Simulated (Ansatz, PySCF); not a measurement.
Reaction (SMILES): Oc1[c-]cc[se]1 -> Oc1[c-]c[se]c1
Geometries: B3LYP-D3(BJ)/def2-TZVP minima from Ansatz (a quantum-chemistry and plane-wave program), one conformer each, not searched for the lowest. Frequencies are from Ansatz or PySCF. Unstable Hartree-Fock reference: Oc1[c-]cc[se]1, Oc1[c-]c[se]c1.

Wanted: isomerisation energy (enthalpy at 298 K, with B3LYP-D3(BJ) rigid-rotor harmonic-oscillator terms), in kcal/mol. Cores are frozen in the correlated levels unless marked. Spin-orbit coupling is left out. Frozen are the shells of the preceding noble gas and the d and f shells that filled before the atom's block. No relativistic terms. Anions need diffuse functions: aug- sets have them; the other sets have none. CBS(X,Y): correlation extrapolated as X^-3; Hartree-Fock from the larger set.

| level | program | isomerisation energy (kcal/mol) |
|---|---|---|
| SCS-MP2/cc-pVTZ | Ansatz | -10.8 |

Task: What does CCSD(T)/CBS(aug-cc-pVTZ,aug-cc-pVQZ) (Ansatz) give?

Result: -10.5 kcal/mol, so SCS-MP2/cc-pVTZ differs from it by -0.3 kcal/mol.
